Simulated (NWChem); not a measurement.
System: CH4Cl2OSi; SMILES [SiH](OC)(Cl)Cl

The following NWChem deck was run.

```
start job
memory heap 200 mb stack 900 mb global 1100 mb
geometry units angstroms
  Si    -0.064053    -0.141625     0.469580
  Cl     1.780682     0.630026    -0.068999
  Cl    -0.218999    -2.088399    -0.161357
  O     -1.272300     0.684182    -0.257373
  C     -1.472356     2.098385    -0.205940
  H     -0.136634    -0.109913     1.942408
  H     -2.379544     2.317935    -0.772993
  H     -1.605562     2.442729     0.826868
  H     -0.627250     2.628199    -0.658707
end
basis spherical
  * library sto-3g
end
dft
  xc hfexch
  iterations 150
end
driver
  maxiter 120
end
task dft optimize
task dft freq
```

Output (shortened):

```
             Northwest Computational Chemistry Package (NWChem) 7.3.0
             --------------------------------------------------------

 C1  symmetry detected

                             Geometry "geometry" -> ""
                             -------------------------

 Output coordinates in angstroms (scale by  1.889725989 to convert to a.u.)

  No.       Tag          Charge          X              Y              Z
 ---- ---------------- ---------- -------------- -------------- --------------
    1 Si                  14.0000    -0.08592468    -0.11567055     0.46136083
    2 Cl                  17.0000     1.79487386     0.50988134    -0.13850709
    3 Cl                  17.0000    -0.41872168    -2.03881921    -0.17327621
    4 O                    8.0000    -1.24860473     0.80989001    -0.21819154
    5 C                    6.0000    -1.33248848     2.23513205    -0.15271996
    6 H                    1.0000    -0.10418335    -0.08968023     1.93597505
    7 H                    1.0000    -2.23837782     2.53104403    -0.68614472
    8 H                    1.0000    -1.40140972     2.58101244     0.88584906
    9 H                    1.0000    -0.46390193     2.69904288    -0.63256278

 Effective nuclear repulsion energy (a.u.)     362.6190196553

                                Z-matrix (autoz)
                                --------

 Units are Angstrom for bonds and degrees for angles

      Type          Name      I     J     K     L     M      Value
      ----------- --------  ----- ----- ----- ----- ----- ----------
    1 Stretch                  1     2                       2.07088
    2 Stretch                  1     3                       2.05232
    3 Stretch                  1     4                       1.63410
    4 Stretch                  1     6                       1.47496
    5 Stretch                  4     5                       1.42921
    6 Stretch                  5     7                       1.09213
    7 Stretch                  5     8                       1.09682
    8 Stretch                  5     9                       1.09540
    9 Bend                     1     4     5               125.98280
   10 Bend                     2     1     3               109.92297
   11 Bend                     2     1     4               110.77187
   12 Bend                     2     1     6               107.18875
   13 Bend                     3     1     4               106.66550
   14 Bend                     3     1     6               108.88453
   15 Bend                     4     1     6               113.38906
   16 Bend                     4     5     7               107.24794
   17 Bend                     4     5     8               111.19472
   18 Bend                     4     5     9               110.83792
   19 Bend                     7     5     8               108.96089
   20 Bend                     7     5     9               109.20900
   21 Bend                     8     5     9               109.33324
   22 Torsion                  1     4     5     7        -178.53613
   23 Torsion                  1     4     5     8         -59.50429
   24 Torsion                  1     4     5     9          62.33408
   25 Torsion                  2     1     4     5         -54.15787
   26 Torsion                  3     1     4     5        -173.75989
   27 Torsion                  5     4     1     6          66.40035

  xc_inp: hfexch multiplicative factor not found.

                           NWChem Geometry Optimization
                           ----------------------------

[...]

      ----------------------
      Optimization converged
      ----------------------

  Step       Energy      Delta E   Gmax     Grms     Xrms     Xmax
  ---- ---------------- -------- -------- -------- -------- --------
@    9   -1308.47525793 -2.7D-07  0.00004  0.00002  0.00069  0.00152
                                     ok       ok       ok       ok

                                Z-matrix (autoz)
                                --------

 Units are Angstrom for bonds and degrees for angles

      Type          Name      I     J     K     L     M      Value     Gradient
      ----------- --------  ----- ----- ----- ----- ----- ---------- ----------
    1 Stretch                  1     2                       2.08261    0.00001
    2 Stretch                  1     3                       2.07299    0.00002
    3 Stretch                  1     4                       1.65880   -0.00002
    4 Stretch                  1     6                       1.42538    0.00003
    5 Stretch                  4     5                       1.43055   -0.00000
    6 Stretch                  5     7                       1.09231   -0.00001
    7 Stretch                  5     8                       1.09591    0.00001
    8 Stretch                  5     9                       1.09554    0.00002
    9 Bend                     1     4     5               115.93158   -0.00001
   10 Bend                     2     1     3               109.31789   -0.00000
   11 Bend                     2     1     4               110.39986   -0.00000
   12 Bend                     2     1     6               107.50337   -0.00001
   13 Bend                     3     1     4               105.79448   -0.00001
   14 Bend                     3     1     6               109.49030    0.00000
   15 Bend                     4     1     6               114.27147    0.00001
   16 Bend                     4     5     7               107.69159    0.00001
   17 Bend                     4     5     8               112.37129   -0.00000
   18 Bend                     4     5     9               112.42728   -0.00000
   19 Bend                     7     5     8               108.00721   -0.00000
   20 Bend                     7     5     9               108.00714   -0.00000
   21 Bend                     8     5     9               108.16168    0.00000
   22 Torsion                  1     4     5     7        -179.28178   -0.00004
   23 Torsion                  1     4     5     8         -60.45399   -0.00004
   24 Torsion                  1     4     5     9          61.85743   -0.00004
   25 Torsion                  2     1     4     5         -65.99676    0.00000
   26 Torsion                  3     1     4     5         175.83969    0.00001
   27 Torsion                  5     4     1     6          55.31501   -0.00000

                         Geometry "geometry" -> "geometry"
                         ---------------------------------

[...]

 Rotational Constants
 --------------------
 A=   0.090639 cm-1  (  0.130406 K)
 B=   0.065227 cm-1  (  0.093845 K)
 C=   0.040444 cm-1  (  0.058188 K)

 Temperature                      =   298.15K
 frequency scaling parameter      =   1.0000

 Zero-Point correction to Energy  =   40.909 kcal/mol  (  0.065193 au)
 Thermal correction to Energy     =   45.053 kcal/mol  (  0.071797 au)
 Thermal correction to Enthalpy   =   45.645 kcal/mol  (  0.072741 au)

 Total Entropy                    =   83.606 cal/mol-K
   - Translational                =   40.481 cal/mol-K (mol. weight = 129.9408)
   - Rotational                   =   28.290 cal/mol-K (symmetry #  =        1)
   - Vibrational                  =   14.835 cal/mol-K

 Cv (constant volume heat capacity) =   20.382 cal/mol-K
   - Translational                  =    2.979 cal/mol-K
   - Rotational                     =    2.979 cal/mol-K
   - Vibrational                    =   14.424 cal/mol-K

[normal modes left out]

 ----------------------------------------------------------------------------
 Normal Eigenvalue ||           Projected Infra Red Intensities
  Mode   [cm**-1]  || [atomic units] [(debye/angs)**2] [(KM/mol)] [arbitrary]
 ------ ---------- || -------------- ----------------- ---------- -----------
    1       -0.000 ||    0.000779           0.018         0.760       0.239
    2       -0.000 ||    0.000649           0.015         0.633       0.199
    3        0.000 ||    0.000144           0.003         0.140       0.044
    4        0.000 ||    0.000212           0.005         0.207       0.065
    5        0.000 ||    0.000694           0.016         0.677       0.213
    6        0.000 ||    0.002156           0.050         2.102       0.662
    7       71.701 ||    0.002143           0.049         2.089       0.658
    8      156.542 ||    0.002303           0.053         2.245       0.707
    9      180.147 ||    0.004037           0.093         3.936       1.240
   10      191.333 ||    0.010880           0.251        10.606       3.342
   11      316.266 ||    0.047036           1.085        45.853      14.448
   12      372.136 ||    0.004447           0.103         4.335       1.366
   13      595.434 ||    0.049973           1.153        48.716      15.350
   14      707.508 ||    0.073871           1.704        72.014      22.691
   15      854.388 ||    0.018992           0.438        18.515       5.834
   16      968.079 ||    0.250501           5.779       244.201      76.946
   17      990.343 ||    0.250173           5.772       243.881      76.846
   18     1326.317 ||    0.006408           0.148         6.246       1.968
   19     1351.982 ||    0.016498           0.381        16.084       5.068
   20     1372.040 ||    0.083570           1.928        81.468      25.670
   21     1766.115 ||    0.024211           0.559        23.602       7.437
   22     1812.442 ||    0.004661           0.108         4.543       1.432
   23     1817.843 ||    0.006617           0.153         6.451       2.033
   24     2876.981 ||    0.004825           0.111         4.704       1.482
   25     3515.867 ||    0.008276           0.191         8.067       2.542
   26     3678.069 ||    0.004436           0.102         4.324       1.363
   27     3708.356 ||    0.000501           0.012         0.488       0.154
 ----------------------------------------------------------------------------
```

Level: Hartree-Fock/STO-3G.
